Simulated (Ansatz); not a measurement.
Reaction (redistribution): `[OH][GeH]([OH])[Cl]` + `C[BH][AlH][F]` → `[CH3][GeH]([OH])[Cl]` + `O[BH][AlH][F]`

Computed with Ansatz on PBE0-D4/def2-TZVP structures; ΔE is electronic, products minus reactants. CBS: MP2 limit from def2 TZ/QZ plus the TZ coupled-cluster correction, frozen cores. Functionals use def2-TZVPP. B3LYP here is the variant with VWN-RPA as its local correlation; programs differ in this. For Ge outer-core shells are correlated without core-valence functions, which leaves a few kJ/mol of doubt a bond. Scalar relativity is left out up to krypton. Each species was taken in one conformer, which may not be the lowest.

(1) Is it downhill or uphill in electronic energy at CCSD(T)/CBS, and by how much? (An estimate is asked.)

(2) What do these levels give: LDA (SPW92), revPBE-D4, B97M-V, B3LYP-D4, r2SCAN0-D4, ωB97X-V, B2PLYP, BLYP, B3LYP, r2SCANh, MP2/def2-TZVPP, CCSD/CBS(def2)? (An estimate is asked.)

Largest T1 diagnostic among the species: 0.014.

Answers

(1) Ansatz gave: Downhill: ΔE = -90.3 kJ/mol.

(2) Computed: LDA (SPW92) -93.9, revPBE-D4 -88.4, B97M-V -80.2, B3LYP-D4 -90.6, r2SCAN0-D4 -86.0, ωB97X-V -86.9, B2PLYP -89.9, BLYP -91.1, B3LYP -90.2, r2SCANh -85.3, MP2/def2-TZVPP -91.1, CCSD/CBS(def2) -89.1 kJ/mol.

Leaving LDA and LC-ωPBE aside and taking each functional with its dispersion term where it has one, the values, not all of them listed here, spread over 11.2 kJ/mol, from BLYP-D4 to B97M-V. LDA lies −3.7 kJ/mol from PBE without D4. In def2-TZVPP, CCSD(T) changes the Hartree–Fock value by −9.1 kJ/mol (the triples alone add −1.2 kJ/mol) and MP2 by −9.5 kJ/mol. From BLYP to BHLYP (50 % exact exchange), in def2-TZVPP and without D4, ΔE moves by +3.2 kJ/mol.
